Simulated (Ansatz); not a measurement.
Consider the ligand exchange at the Sn–Cl bond: `C[N](C)[Sn][Cl]` + dimethylamine → `C[N](C)[Sn][N](C)C` + HCl.

Calculated with Ansatz (gas phase, PBE0-D4/def2-TZVP geometries, no zero-point term in ΔE). CCSD(T)/CBS adds triple-zeta CCSD(T) − MP2 to the extrapolated MP2 energy (def2 sets, frozen cores). This one scheme is used for every species. Functionals use def2-TZVPP. HSE06 is defined as in plane-wave codes. Elements past krypton have def2 core potentials. For Sn outer-core shells are correlated without core-valence functions, which leaves a few kJ/mol of doubt a bond. One conformer a species, not always the lowest.

(1) Is it downhill or uphill in electronic energy at CCSD(T)/CBS, and by how much? (Best estimate.)

(2) What do these levels give: HSE06-D4, ωB97M-V, r2SCANh, r2SCAN0, CAM-B3LYP, CCSD(T)/def2-SVP, MP2/def2-TZVPP, SCS-MP2/def2-TZVPP, CCSD(T)/def2-TZVPP, MP2/def2-QZVPP, MP2/CBS(def2), CCSD/CBS(def2)? (Best estimate.)

Largest T1 diagnostic among the species: 0.017.

Answers

(1) Ansatz gave: Uphill: ΔE = +117.3 kJ/mol.

(2) Ansatz gave: HSE06-D4 125.9, ωB97M-V 124.1, r2SCANh 129.2, r2SCAN0 132.0, CAM-B3LYP 132.5, CCSD(T)/def2-SVP 113.6, MP2/def2-TZVPP 110.7, SCS-MP2/def2-TZVPP 115.7, CCSD(T)/def2-TZVPP 111.9, MP2/def2-QZVPP 113.8, MP2/CBS(def2) 116.1, CCSD/CBS(def2) 122.9 kJ/mol.

From BLYP to BHLYP (50 % exact exchange), in def2-TZVPP and without D4, ΔE moves by +6.2 kJ/mol. The D4 term adds −14.0 kJ/mol with B3LYP and −8.2 kJ/mol with PBE0; it sums over pairs of atoms, weighted by their polarisabilities, and B3LYP, whose exchange is more repulsive, gets the larger term.

B3LYP here is the variant with VWN-RPA as its local correlation; programs differ in this.
